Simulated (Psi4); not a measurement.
C₄H₁₂O₄Si (SMILES CO[Si](OC)(OC)OC), singlet, at a GFN2-xTB geometry, with bond 11-1 at 2.0 times its length. Base run: BLYP/def2-SV(P) run with Psi4 1.11.

Geometry (Å):
```xyz
21

C      0.0113    -2.1683    -1.6434
O     -0.1595    -0.7933    -1.4087
Si     0.0000     0.0000     0.0000
O     -0.5406     1.5068    -0.2768
C     -1.7200     1.8872    -0.9394
O     -0.8055    -0.8840     1.0995
C     -0.8234    -0.7104     2.4940
O      1.5056     0.1705     0.5860
C      2.5321     0.9916     0.0889
H     -0.5950    -2.7522    -0.9504
H      2.1065    -2.7342    -1.3980
H     -0.3035    -2.3660    -2.6686
H     -1.6935     2.9710    -1.0567
H     -2.5974     1.6032    -0.3545
H     -1.7792     1.4099    -1.9180
H      0.1929    -0.6759     2.8875
H     -1.3361     0.2168     2.7587
H     -1.3579    -1.5592     2.9217
H      2.8746     0.6313    -0.8835
H      2.1813     2.0183    -0.0192
H      3.3549     0.9542     0.8036
```
Charge 0, spin multiplicity 1.
All else is at Psi4's defaults (density fitting).
Base energy -749.41432 Eh.

Variants of this job, named by their change:

```csv
change,ΔE vs base (mEh),SCF cycles,grid points,basis functions,outcome
base,0.000,12,445475,154,converged
e_convergence = 1e-10,0.000,14,445475,154,converged
dft_spherical_points = 974,0.029,12,1433527,154,converged
scf_type = disk_df,0.000,12,445475,154,converged
dft_basis_tolerance = 1e-8,0.000,12,443594,154,converged
dft_radial_points = 150,-0.001,12,884013,154,converged
cholesky_tolerance = 1e-6 (with scf_type cd),-,-,-,154,input refused
e_convergence = 1e-8,0.000,13,445475,154,converged
damping_percentage = 20,0.001,25,445475,154,converged
diis_max_vecs = 15,0.000,12,445475,154,converged
dft_radial_points = 50,-0.042,12,301405,154,converged
dft_spherical_points = 434,0.025,12,639795,154,converged
guess = sadno,0.000,13,445475,154,converged
```

- cholesky_tolerance = 1e-6 (with scf_type cd): ended with `Fatal Error: Cholesky: Memory constraints exceeded. Fire your theorist.`
